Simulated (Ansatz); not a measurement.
Species: C2H4NOSi, SMILES `N#CC[SiH2][O-]` (C–C–Si–O torsion 180°) (charge -1, multiplicity 1), formula C2H4NOSi.

How many basis functions does frozen-core CCSD(T)/def2-TZVPD // CAM-B3LYP-D3(BJ)/def2-TZVPD (Ansatz, a first-principles code) use, how many core orbitals are frozen, and how many electrons are correlated?

230 basis functions and 9 frozen orbitals, which leaves 28 correlated electrons. Core time is of the order of minutes.
